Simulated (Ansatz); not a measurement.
Basis-set extrapolation for `[SiH3]OBS` (PBE0-D4/def2-TZVP geometry, frozen core, Ansatz). Multiplicity 1, RHF reference.

|  | def2-TZVPP | def2-QZVPP |
| --- | --- | --- |
| HF | -789.106235 | -789.131994 |
| MP2 correlation | -0.636359 | -0.687021 |
| CCSD(T) correlation | -0.710275 | not run |

Energies in hartree. Use E(X) = E(∞) + A·exp(−7.88·√X) for Hartree–Fock and E(X) = E(∞) + B·X^(−2.97) for correlation, with X = 3 and 4, and add CCSD(T) minus MP2 of the smaller set to the MP2 limit.

Question: What is the CCSD(T) energy at the basis-set limit?

Answer: HF limit: -789.131994 + (-0.025759) × 0.13774 = -789.13554. MP2 limit: -0.687021 + (-0.050662) × 0.74074 = -0.72455. Higher-order term: -0.710275 − (-0.636359) = -0.07392. Total: -789.93401 hartree, 73.7 kcal/mol below CCSD(T)/def2-TZVPP.
